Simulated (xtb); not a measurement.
xtb input (GFN1-xTB):

```bash
xtb mol.xyz --gfn 1 --opt tight --chrg 0 --uhf 0
```
mol.xyz:
```
2

Cu    -0.00000000    -0.00000000    -1.14569503
Cu     0.00000000     0.00000000     1.14569503
```

Output:

```
           -------------------------------------------------
          |                Calculation Setup                |
           -------------------------------------------------

           -------------------------------------------------
          |                 G F N 1 - x T B                 |
           -------------------------------------------------

        Reference                      10.1021/acs.jctc.7b00118
      * Hamiltonian:
        H0-scaling (s, p, d)           1.850000    2.250000    2.000000
        zeta-weighting                 0.000000
      * Dispersion:
        s8                             2.400000
        a1                             0.630000
        a2                             5.000000
        s9                             0.000000
      * Repulsion:
        kExp                           1.500000
        rExp                           1.000000
      * Coulomb:
        alpha                          2.000000
        third order                    atomic
        anisotropic                    false
      * Halogen bond correction:
        rad-scale                      1.300000
        damping                        0.440000

          ...................................................
          :                      SETUP                      :
          :.................................................:
          :  # basis functions                  20          :
          :  # atomic orbitals                  18          :
          :  # shells                            6          :
          :  # electrons                        22          :
          :  # halogen bonds                     0          :
          :  max. iterations                   250          :
          :  Hamiltonian                  GFN1-xTB          :
          :  restarted?                      false          :
          :  GBSA solvation                  false          :
          :  PC potential                    false          :
          :  electronic temp.          300.0000000     K    :
          :  accuracy                    1.0000000          :
          :  -> integral cutoff          0.2500000E+02      :
          :  -> integral neglect         0.1000000E-07      :
          :  -> SCF convergence          0.1000000E-05 Eh   :
          :  -> wf. convergence          0.2000000E-04 e    :
          :  Broyden damping             0.4000000          :
          :  net charge                          0          :
          :  unpaired electrons                  0          :
          ...................................................

 iter      E             dE          RMSdq      gap      omega  full diag
   1     -8.9849371 -0.898494E+01  0.153E+01    2.94       0.0  T
   2     -8.9849380 -0.964383E-06  0.918E+00    2.91       1.0  T
   3     -8.9849386 -0.549793E-06  0.445E-03    2.87      15.9  T
   4     -8.9849386 -0.319744E-13  0.265E-03    2.87      26.7  T
   5     -8.9849386 -0.319744E-13  0.412E-09    2.87  100000.0  T
   6     -8.9849386  0.355271E-14  0.234E-14    2.87  100000.0  T

[...]
      -------------------------------------------------------------
                  HL-Gap            0.1031055 Eh            2.8056 eV
             Fermi-level           -0.3651308 Eh           -9.9357 eV

 SCC (total)                   0 d,  0 h,  0 min,  0.002 sec
 SCC setup                      ...        0 min,  0.000 sec (  3.368%)
 Dispersion                     ...        0 min,  0.000 sec (  0.906%)
 classical contributions        ...        0 min,  0.000 sec (  0.277%)
 integral evaluation            ...        0 min,  0.001 sec ( 41.257%)
 iterations                     ...        0 min,  0.000 sec ( 13.017%)
 molecular gradient             ...        0 min,  0.001 sec ( 36.993%)
 printout                       ...        0 min,  0.000 sec (  3.558%)

         :::::::::::::::::::::::::::::::::::::::::::::::::::::
         ::                     SUMMARY                     ::
         :::::::::::::::::::::::::::::::::::::::::::::::::::::
         :: total energy              -8.982625604560 Eh    ::
         :: gradient norm              0.000006878945 Eh/a0 ::
         :: HOMO-LUMO gap              2.805643572778 eV    ::
         ::.................................................::
         :: SCC energy                -8.989278537514 Eh    ::
         :: -> electrostatic           0.002351502158 Eh    ::
         :: repulsion energy           0.006973977603 Eh    ::
         :: dispersion energy         -0.000321044649 Eh    ::
         :: halogen bond corr.         0.000000000000 Eh    ::
         :: add. restraining           0.000000000000 Eh    ::
         :: total charge              -0.000000000000 e     ::
         :::::::::::::::::::::::::::::::::::::::::::::::::::::

           -------------------------------------------------
          |                Property Printout                |
           -------------------------------------------------

    * Orbital Energies and Occupations

         #    Occupation            Energy/Eh            Energy/eV
      -------------------------------------------------------------
         1        2.0000           -0.4465903             -12.1523
         2        2.0000           -0.4361107             -11.8672
         3        2.0000           -0.4361107             -11.8672
         4        2.0000           -0.4300395             -11.7020
         5        2.0000           -0.4300395             -11.7020
         6        2.0000           -0.4281128             -11.6495
         7        2.0000           -0.4281128             -11.6495
         8        2.0000           -0.4280952             -11.6491
         9        2.0000           -0.4227755             -11.5043
        10        2.0000           -0.4227755             -11.5043
        11        2.0000           -0.4166836             -11.3385 (HOMO)
        12                         -0.3135781              -8.5329 (LUMO)
        13                         -0.2706468              -7.3647
        14                         -0.2706468              -7.3647
        15                         -0.1450882              -3.9481
        16                          0.0363033               0.9879
        17                          0.0363033               0.9879
        18                          3.9208310             106.6912
      -------------------------------------------------------------
                  HL-Gap            0.1031055 Eh            2.8056 eV
             Fermi-level           -0.3651308 Eh           -9.9357 eV

  Mulliken/CM5 charges         n(s)   n(p)   n(d)
     1Cu   -0.00000 -0.00000   0.840  0.191  9.969
     2Cu   -0.00000 -0.00000   0.840  0.191  9.969

Wiberg/Mayer (AO) data.
largest (>0.10) Wiberg bond orders for each atom

 ---------------------------------------------------------------------------
     #   Z sym  total        # sym  WBO       # sym  WBO       # sym  WBO
 ---------------------------------------------------------------------------
     1  29 Cu   1.102 --     2 Cu   1.102
     2  29 Cu   1.102 --     1 Cu   1.102
 ---------------------------------------------------------------------------

Topologies differ in total number of bonds
Writing topology from bond orders to xtbtopo.mol

 dipole moment from electron density (au)
     X       Y       Z
   0.0000  -0.0000  -0.0000  total (Debye):    0.000

           -------------------------------------------------
          |                Geometry Summary                 |
           -------------------------------------------------

      molecular mass/u    :      127.0920799
   center of mass at/Å    :        0.0000000       0.0000000       0.0000000
  moments of inertia/u·Å² :        0.0000000E+00   0.1558607E+03   0.1558607E+03
rotational constants/cm⁻¹ :             Infinity   0.1081583E+00   0.1081583E+00
Note: The following floating-point exceptions are signalling: IEEE_DIVIDE_BY_ZERO IEEE_DENORMAL
normal termination of xtb

 * 1 selected distances

     #   Z          #   Z                                           value/Å
     0   0          0   0                                         0.0000000 (max)

 * 0 distinct bonds (by element types)

   Z      Z             #   av. dist./Å        max./Å        min./Å

optimized geometry written to: xtbopt.xyz

           -------------------------------------------------
          | TOTAL ENERGY               -8.982625604560 Eh   |
          | GRADIENT NORM               0.000006878945 Eh/α |
          | HOMO-LUMO GAP               2.805643572778 eV   |
           -------------------------------------------------

------------------------------------------------------------------------
------------------------------------------------------------------------
 total:
 SCF:
 ANC optimizer:
```
